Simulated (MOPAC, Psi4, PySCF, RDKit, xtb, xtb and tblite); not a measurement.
Two geometries of SMILES N#CCCc1cccs1 (C7H7NS), relaxed at GFN2-xTB with one dihedral held; other torsions can differ between them too.

Structure A

```
16

N      1.8688     2.2644     1.0181
C      1.9748     1.3323     0.3649
C      2.0951     0.1361    -0.4268
C      1.1515    -0.9669     0.1066
C     -0.1860    -0.8982    -0.5471
C     -1.3287    -0.3301    -0.0795
C     -2.4044    -0.4122    -0.9941
C     -2.0619    -1.0358    -2.1472
S     -0.4183    -1.5410    -2.1438
H      1.8660     0.3641    -1.4705
H      3.1354    -0.1965    -0.3662
H      1.0375    -0.8639     1.1875
H      1.6040    -1.9391    -0.1015
H     -1.4022     0.1345     0.8877
H     -3.3863    -0.0215    -0.7966
H     -2.6679    -1.2362    -3.0082
```

Structure B

```
16

N     -2.0275     2.2624     0.9817
C     -2.0631     1.2957     0.3734
C     -2.1254     0.0817    -0.4031
C     -1.0837    -0.9712     0.0646
C     -0.2590    -0.4826     1.2096
C     -0.5177    -0.5871     2.5402
C      0.4628     0.0353     3.3456
C      1.4516     0.6053     2.6151
S      1.2092     0.3959     0.9276
H     -1.9565     0.3516    -1.4487
H     -3.1403    -0.3143    -0.3151
H     -1.6049    -1.8803     0.3715
H     -0.4275    -1.2222    -0.7700
H     -1.3807    -1.0917     2.9376
H      0.4270     0.0553     4.4198
H      2.3143     1.1411     2.9571
```

Task: Which is lower in energy at the level B3LYP-D3(BJ)/def2-SVP // GFN2-xTB (Psi4), and by how much?

Result: A is lower, by 15.09 kJ/mol (dihedral C2–C3–C4–C5: 90° in A, 0° in B).

E(B) − E(A) in kJ/mol at the other levels, on the same two geometries: GFN2-xTB (xtb and tblite) 8.48; MMFF94 // GFN2-xTB (RDKit) 41.49; B3LYP/def2-SVP // GFN2-xTB (Psi4) 19.68; PBE/def2-SVP // GFN2-xTB (Psi4) 17.42; PBE-D3(BJ)/def2-SVP // GFN2-xTB (Psi4) 14.84; UFF // GFN2-xTB (RDKit) 26.99; PM7, restricted, heats of formation // GFN2-xTB (MOPAC) 8.84; AM1, restricted, heats of formation // GFN2-xTB (MOPAC) 12.42; GFN1-xTB // GFN2-xTB (xtb) 7.88; restricted B3LYP/6-31G*, spherical d, density fitting // GFN2-xTB (PySCF) 19.87; restricted B3LYP/6-311+G**, spherical d, density fitting // GFN2-xTB (PySCF) 19.73; restricted MP2 (frozen core)/3-21G // GFN2-xTB (PySCF) 14.73; restricted Hartree-Fock/6-31G*, spherical d, density fitting // GFN2-xTB (PySCF) 25.31.
